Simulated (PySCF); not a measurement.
Exercise with solution: refractive index and permittivity of the vapour

B(F)(OMe)(SMe) (C₂H₆BFOS), SMILES COB(F)SC.

Geometry optimised at B3LYP-D3(BJ)/def2-SVP. The values are those of a single conformer.

PySCF with PBE/def2-TZVP gives a mean static polarisability of 63.9 bohr³ and a dipole moment of 2.49 D. Take an ideal gas at 298.15 K and 0.1 bar, whether or not the substance is that volatile.

Question: Work out n − 1 in the optical limit and the static ε − 1.

Answer: 
Polarisability volume α' = 63.9 × 0.148185 = 9.47 Å³. Number density N = p/kT = 2.43e-6 Å⁻³.
Dilute limit of Lorentz–Lorenz: n − 1 = 2π N α' = 0.00014.
Orientation term of Debye: μ²/(3kT) = 8.098 Å³ × μ²(D²) = 50.21 Å³.
ε − 1 = 4π N (α' + μ²/3kT) = 0.0018. Orientation of the dipole supplies 84 % of the static response; it can't follow optical fields. Vibrational polarisation and dispersion are left out.
